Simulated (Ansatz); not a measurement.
The input (input.yaml):

```yaml
crystal:
  periodic: [false, false, false]
  atoms:
    - { symbol: B, position_ang: [0.0, 0.0, 0.0] }
    - { symbol: H, position_ang: [0.0, 0.0, 1.54] }
    - { symbol: Cl, position_ang: [1.6108, 0.0, -0.93] }
    - { symbol: Cl, position_ang: [-1.6108, 0.0, -0.93] }
    - { symbol: O, position_ang: [0.0715, -1.6212, 0.5392] }
    - { symbol: Si, position_ang: [-0.6985, -2.9178, -0.2012] }
    - { symbol: H, position_ang: [0.2063, -4.0629, -0.2427] }
    - { symbol: H, position_ang: [-1.8953, -3.2713, 0.5566] }
    - { symbol: H, position_ang: [-1.0766, -2.5477, -1.562] }
    - { symbol: H, position_ang: [0.0379, -0.8605, 1.537] }
basis:
  gaussian: { orbitals: def2-SVP }
hamiltonian:
  xc: pbe
  dispersion: d4
relax:
  f_tol: 0.15
  max_steps: 25
  restrain:
    - { distance: [0, 4], at: 2.61, k: 30.0 }
    - { distance: [9, 1], at: 1.86, k: 30.0 }
    - { distance: [0, 1], at: 1.19, k: 30.0 }
    - { distance: [9, 4], at: 1.01, k: 30.0 }
```

Run as:

```bash
$ ansatz run input.yaml --threads 2 --pin off --max-ram 3072MiB --backend cpu --events-out ev --progress --plain --runs-dir out
```

Hardware: 2 threads of Arm Neoverse V1, on a shared host.

Task: Roughly how long does this run take, and how much memory?

Result: 27 s, with a peak of 0.15 GiB, for 11 ionic steps.
